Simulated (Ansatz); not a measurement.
One change: `O=[C](S)[GaH2]` becomes `O=C(S)[TeH]`.

Ansatz, PBE0-D4/def2-TZVP geometries, multiplicity 1. Each molecule was computed in one conformer, which needn't be the lowest.

Elements past krypton have def2 core potentials. Scalar relativity is left out up to krypton.

```json
{"property": "LUMO energy (ωB97M-V/def2-TZVPP) / eV", "`O=[C](S)[GaH2]`": "-0.84"}
{"property": "HOMO energy (ωB97M-V/def2-TZVPP) / eV", "`O=[C](S)[GaH2]`": "-8.99"}
{"property": "HOMO–LUMO gap (B3LYP/def2-TZVPP) / eV", "`O=[C](S)[GaH2]`": "3.74"}
{"property": "LUMO energy (PBE/def2-TZVPP) / eV", "`O=[C](S)[GaH2]`": "-3.46"}
{"property": "HOMO energy (PBE0/def2-TZVPP) / eV", "`O=[C](S)[GaH2]`": "-6.86"}
{"property": "size of the dipole moment (PBE/def2-TZVPP) / D", "`O=[C](S)[GaH2]`": "2.61"}
```

Q: Give the same properties after the change, and the shifts. (Estimate.)

A: The calculation gave: 
```json
{"property": "LUMO energy (ωB97M-V/def2-TZVPP) / eV", "`O=C(S)[TeH]`": "0.10", "shift": "0.94"}
{"property": "HOMO energy (ωB97M-V/def2-TZVPP) / eV", "`O=C(S)[TeH]`": "-9.03", "shift": "-0.04"}
{"property": "HOMO–LUMO gap (B3LYP/def2-TZVPP) / eV", "`O=C(S)[TeH]`": "4.72", "shift": "0.98"}
{"property": "LUMO energy (PBE/def2-TZVPP) / eV", "`O=C(S)[TeH]`": "-2.59", "shift": "0.87"}
{"property": "HOMO energy (PBE0/def2-TZVPP) / eV", "`O=C(S)[TeH]`": "-6.96", "shift": "-0.10"}
{"property": "size of the dipole moment (PBE/def2-TZVPP) / D", "`O=C(S)[TeH]`": "2.27", "shift": "-0.34"}
```

With PBE0 the HOMO falls by 0.10 eV and the LUMO rises by 0.85 eV, so the gap widens by about 0.95 eV. PBE moves the HOMO by -0.29 eV and ωB97M-V by -0.04 eV. Dipoles are sizes alone; their direction can turn.

B3LYP here is the variant with VWN-RPA as its local correlation; programs differ in this.

Spin–orbit coupling is left out; it splits and shifts lone-pair levels of the heavy atoms by tenths of an eV.
